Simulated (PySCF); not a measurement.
Bond curve of TeSe

Set-up: basis Te cc-pVTZ-PP with ECP28, Se cc-pVTZ-PP with ECP10; scalar-relativistic core potentials; PySCF 2.14. Energies in eV from Te + Se in their ground configurations at the same level. State: ³Σ⁻ (triplet), unpaired electrons π ↑↑.

All columns are PBE0. A positive dipole means Te(−)Se(+).

```json
{"R (Å)": "2.028", "E (eV)": "-1.647", "μ (D)": "-0.60", "Mulliken charge on Te (basis-dependent)": "0.00", "HOMO (eV)": "-5.92", "LUMO (eV)": "-2.96", "Mayer bond order": "2.10", "⟨S²⟩": "2.01"}
{"R (Å)": "2.122", "E (eV)": "-2.605", "μ (D)": "-0.71", "Mulliken charge on Te (basis-dependent)": "0.04", "HOMO (eV)": "-6.12", "LUMO (eV)": "-3.18", "Mayer bond order": "2.08", "⟨S²⟩": "2.01"}
{"R (Å)": "2.216", "E (eV)": "-3.122", "μ (D)": "-0.81", "Mulliken charge on Te (basis-dependent)": "0.07", "HOMO (eV)": "-6.30", "LUMO (eV)": "-3.38", "Mayer bond order": "2.07", "⟨S²⟩": "2.01"}
{"R (Å)": "2.287", "E (eV)": "-3.301", "μ (D)": "-0.87", "Mulliken charge on Te (basis-dependent)": "0.09", "HOMO (eV)": "-6.43", "LUMO (eV)": "-3.53", "Mayer bond order": "2.06", "⟨S²⟩": "2.01"}
{"R (Å)": "2.358", "E (eV)": "-3.349", "μ (D)": "-0.92", "Mulliken charge on Te (basis-dependent)": "0.10", "HOMO (eV)": "-6.56", "LUMO (eV)": "-3.67", "Mayer bond order": "2.05", "⟨S²⟩": "2.01"}
{"R (Å)": "2.429", "E (eV)": "-3.298", "μ (D)": "-0.97", "Mulliken charge on Te (basis-dependent)": "0.11", "HOMO (eV)": "-6.67", "LUMO (eV)": "-3.80", "Mayer bond order": "2.04", "⟨S²⟩": "2.01"}
{"R (Å)": "2.523", "E (eV)": "-3.120", "μ (D)": "-1.02", "Mulliken charge on Te (basis-dependent)": "0.11", "HOMO (eV)": "-6.81", "LUMO (eV)": "-3.96", "Mayer bond order": "2.03", "⟨S²⟩": "2.01"}
{"R (Å)": "2.641", "E (eV)": "-2.782", "μ (D)": "-1.07", "Mulliken charge on Te (basis-dependent)": "0.11", "HOMO (eV)": "-6.97", "LUMO (eV)": "-4.15", "Mayer bond order": "2.02", "⟨S²⟩": "2.01"}
{"R (Å)": "2.782", "E (eV)": "-2.286", "μ (D)": "-1.11", "Mulliken charge on Te (basis-dependent)": "0.11", "HOMO (eV)": "-6.99", "LUMO (eV)": "-4.35", "Mayer bond order": "2.02", "⟨S²⟩": "2.01"}
{"R (Å)": "2.971", "E (eV)": "-1.575", "μ (D)": "-1.14", "Mulliken charge on Te (basis-dependent)": "0.10", "HOMO (eV)": "-6.79", "LUMO (eV)": "-4.57", "Mayer bond order": "2.01", "⟨S²⟩": "2.01"}
```

A fit through these points gives, at Re = 2.353 Å, μ = -0.92 D and dμ/dR = -0.721 D/Å; the reduced mass is 49.48 u.

Q: How strong is the fundamental in the double-harmonic approximation, I = 42.26·(dμ/dR)²/μred km/mol?

A: I = 42.26·(-0.721)²/49.48 = 0.444 km/mol at PBE0.

Spin–orbit coupling is left out, which matters for elements this heavy, above all for dissociation energies. The state is the lowest determinant that a PBE0 search found; another state may lie lower at other levels.
